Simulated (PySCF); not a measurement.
## Stretching RuN⁺

Set-up: PySCF, scalar-relativistic core potentials, basis sets Ru def2-TZVPPD with ECP28, N def2-TZVPPD. Energies in eV from Ru⁺ (4d7) + N in their ground configurations at the same level. State: ³Δ (triplet), unpaired electrons σ ↑, δ ↑.

All columns are PBE0. A positive dipole points towards N; it is taken about the centre of mass and depends on that origin.

| R (Å) | E (eV) | μ (D) | Mulliken charge on Ru (basis-dependent) | HOMO (eV) | LUMO (eV) | Mayer bond order | ⟨S²⟩ |
| --- | --- | --- | --- | --- | --- | --- | --- |
| 1.353 | -1.420 | -1.10 | 1.07 | -12.72 | -11.45 | 2.83 | 2.01 |
| 1.416 | -2.571 | -1.44 | 1.09 | -12.88 | -11.29 | 2.85 | 2.01 |
| 1.479 | -3.197 | -1.73 | 1.10 | -13.03 | -11.12 | 2.87 | 2.02 |
| 1.526 | -3.410 | -1.92 | 1.10 | -13.14 | -10.98 | 2.88 | 2.03 |
| 1.573 | -3.459 | -2.07 | 1.08 | -13.24 | -10.85 | 2.86 | 2.05 |
| 1.620 | -3.387 | -2.18 | 1.07 | -13.34 | -10.70 | 2.82 | 2.11 |
| 1.683 | -3.175 | -2.29 | 1.04 | -13.46 | -10.49 | 2.66 | 2.28 |
| 1.762 | -2.844 | -2.37 | 1.02 | -13.57 | -10.30 | 2.33 | 2.63 |
| 1.856 | -2.444 | -2.47 | 1.00 | -13.65 | -10.30 | 1.98 | 3.00 |
| 1.982 | -1.926 | -2.59 | 1.00 | -13.67 | -10.32 | 1.66 | 3.36 |

A fit through these points gives, at Re = 1.566 Å, μ = -2.05 D and dμ/dR = -2.92 D/Å; the reduced mass is 12.31 u.

Task: How strong is the fundamental in the double-harmonic approximation, I = 42.26·(dμ/dR)²/μred km/mol?

Result: I = 42.26·(-2.92)²/12.31 = 29.3 km/mol at PBE0.

The metal atom is held in its measured ground configuration; semilocal functionals can put another filling of s and d lower by some tenths of an eV, and De to that atom would be smaller. ⟨S²⟩ of the unrestricted solution departs from its pure value on part of the curve, where spin states mix. Spin–orbit coupling is left out, which matters for elements this heavy, above all for dissociation energies. For an ion De counts to the pair picked by the measured ionisation energies or electron affinities, which need not be the lowest pair at this level. The state is the lowest single determinant that the PBE0 search found; with open d or f shells the true ground state can be another one.
